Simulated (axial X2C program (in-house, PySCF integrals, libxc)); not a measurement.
## SrSe⁺: cheaper levels and CCSD(T), two-component

All values were computed with an in-house all-electron X2C program for linear molecules (integrals from PySCF). Two-component (2c) means X2C with spin–orbit coupling and atomic mean-field two-electron Coulomb and Gaunt terms. Basis: Sr dyall-cv3z [13s12p8d5f1g], Se dyall-cv3z [8s9p6d4f1g] (cores contracted in-house); Gaussian nuclei, density fitting, unrestricted open shells. Masses: Sr 87.906 u, Se 79.917 u.

State: Ω = 3/2 (⟨Sz⟩ = 0.50, ⟨Lz⟩ = 1.00 at HF); fragments Sr+ + Se.

```csv
level,Re (Å),ωe (cm⁻¹),De (eV)
PBE0,2.720,236.2,2.57
HF,2.788,229.5,n/a
MP2,2.741,235.6,2.15
CCSD,2.754,233.1,2.11
PW91,2.730,228.9,2.73
```

Correlated methods: 15 electrons correlated (number of frozen shells: Sr 3 s, 2 p, 1 d; Se 3 s, 2 p, 1 d), 279 virtual spin orbitals or spinors in MP2, 90 natural virtuals in coupled cluster.

CCSD(T), same Hamiltonian and basis:

Re = 2.752 Å, ωe = 232.4 cm⁻¹, De = 2.17 eV; T1 = 0.009 (Lee–Taylor normalisation).

**Question.** Give the differences from CCSD(T) in the columns below.

**Answer.** 

```tsv
level	ΔRe (Å)	Δωe (cm⁻¹)	ΔDe (eV)
PBE0	-0.032	3.8	0.40
HF	0.036	-2.9	n/a
MP2	-0.011	3.2	-0.02
CCSD	0.002	0.7	-0.06
PW91	-0.022	-3.5	0.56
```

Occupations by symmetry block were frozen at the best pattern of an incomplete PBE0 search. De is counted from the lowest determinant-based energies of the atoms at the same level, without counterpoise correction. De is not given where an atomic determinant may have missed its ground term or J level, or where the truncated virtual space spoils (T). Density functionals use the spin component along the axis (collinear). CCSD and (T) use frozen natural virtuals with an MP2 correction for the truncation; (T) itself is uncorrected, so its De runs slightly low. Without a current term, density functionals place determinants with orbital angular momentum somewhat too high.
